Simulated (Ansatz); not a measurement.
Program: Ansatz. Geometries: PBE0-D4/def2-TZVP. ΔE: electronic, gas phase. CBS: MP2 limit from def2 TZ/QZ plus the TZ coupled-cluster correction, frozen cores. No spin–orbit coupling; open shells (•) take unrestricted orbitals. Each species was taken in one conformer, which may not be the lowest.

Consider the homolysis of the N–Si bond: `C[SiH](O)N[SiH2]O` → `[NH][SiH2]O`• + `C[SiH]O`•.

| species | CCSD(T)/CBS(def2) energy (Eh) |
| --- | --- |
| `C[SiH](O)N[SiH2]O` | -826.86065 |
| `[NH][SiH2]O`• | -421.35034 |
| `C[SiH]O`• | -405.31213 |

Problem. Work out ΔE.

Solution. ΔE = (-421.35034) + (-405.31213) − (-826.86065) = 0.19818 Eh = +124.4 kcal/mol.

Largest T1 diagnostic among the species: 0.014.

In def2-TZVPP, CCSD(T) changes the Hartree–Fock value by +29.0 kcal/mol (the triples alone add +2.3 kcal/mol) and MP2 by +35.7 kcal/mol; breaking electron pairs costs correlation energy, which Hartree–Fock lacks. The D4 term adds +5.1 kcal/mol with B3LYP and +2.9 kcal/mol with PBE0; it sums over pairs of atoms, weighted by their polarisabilities, and B3LYP, whose exchange is more repulsive, gets the larger term. From PBE to PBE0 (25 % exact exchange), in def2-TZVPP and without D4, ΔE moves by +2.4 kcal/mol.

B3LYP here is the variant with VWN-RPA as its local correlation; programs differ in this.
